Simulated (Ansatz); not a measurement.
## Dissociation curves of ZnH2 (SMILES [H][Zn][H])

ZnH2: 3 atoms, total charge 0, spin state singlet. As SMILES, `[H][Zn][H]`. Geometry: a GFN2-xTB relaxation, a rough one for these elements and not checked as a minimum.

```xyz
3

Zn    0.0002    0.0001   -0.0001
H    -0.0181   -0.0223    1.4989
H     0.0179    0.0222   -1.4988
```

The Zn1–H2 distance is scanned; the parts on either side stay rigid. Basis STO-3G, 5 core orbitals frozen in the correlated methods; program Ansatz 0.2.0. FCI is exact within this basis and core. Energies in eV from each method's value at 1.499 Å; methods without a U are spin-restricted; a dash marks a point that is missing or didn't converge. The shape above is that at 1.499 Å.

| distance (Å) | HF | BLYP | revPBE | r2SCAN | MP2 |
| --- | --- | --- | --- | --- | --- |
| 1.499 | 0.00 | 0.00 | 0.00 | 0.00 | 0.00 |
| 1.874 | 1.38 | 1.44 | 1.40 | – | 1.42 |
| 2.249 | 3.17 | – | 2.83 | 2.98 | 1.94 |
| 2.998 | 4.98 | 4.68 | 4.70 | 4.93 | 2.49 |
| 3.748 | 5.72 | 5.44 | 5.45 | 5.71 | 1.69 |

Problem. Estimate the FCI curve, and say how far off each method is.

Solution. 
| distance (Å) | FCI |
| --- | --- |
| 1.499 | 0.00 |
| 1.874 | 0.88 |
| 2.249 | 1.95 |
| 2.998 | 2.03 |
| 3.748 | 2.02 |

Departure from the FCI curve at its largest: HF +3.69 eV at 3.75 Å; BLYP +3.42 eV at 3.75 Å; revPBE +3.43 eV at 3.75 Å; r2SCAN +3.69 eV at 3.75 Å; MP2 +0.54 eV at 1.87 Å. The curve of MP2 turns over, which the reference doesn't. Restricted functionals keep the electrons paired too, and rise too high. Restricted Hartree–Fock keeps the electrons paired, so it rises far too high as the bond breaks.
